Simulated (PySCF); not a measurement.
**Structure from NMR data**

The spectra below were simulated for a compound CH5N3Si.

1H NMR (400 MHz, computed): δ 5.04 (s, 1H), 0.67 (br s, 4H).

13C{1H} NMR (computed): δ 127.6.

- GFN2-xTB geometry
- shieldings: GIAO PBE0/pcSseg-1
- program: PySCF 2.14.0 with density-fitted response routines
- a single conformation, non-relativistic, isolated molecule, rapidly exchanging positions averaged

Scale: 1H and 13C vs TMS (reference shieldings calculated alike).

**Question.** Propose a structure and justify it.

**Answer.** 
1. Rings plus π bonds: 2 (no ring in the answer).
2. Carbon types of the structure: 1 × C, leaving 5 H on heteroatoms.
3. δC 127.6: nitrile carbon; C≡N carbons fall here, among the sp2 signals but without a proton.
4. δH 5.04: hydrogen on a silicon bonded to C, 2 N.
5. δH 0.67: hydrogen on a nitrogen bonded to Si; exchangeable; this is the value without hydrogen bonding to other molecules.

Structure: SMILES N[SiH](C#N)N.

The shifts were computed for this structure.

OH/NH shifts are gas-phase values; hydrogen bonding in solution moves them, usually downfield. Shifts are as computed. Against solution values, carbons near 30 ppm lie about +3 ppm off and those near 130 ppm about +5 ppm (rms about the fit 2.1 ppm; single classes can miss by 10 ppm). Of 1328 compounds with measured shifts, 309 miss one by over three times the rms of a fit or turn the order of signals round; such compounds aren't used in these exercises. Signals without a measured value on file couldn't be tested in this way; 1H shifts scatter by 0.2 ppm about their fit, and single ones miss by 0.5 ppm.
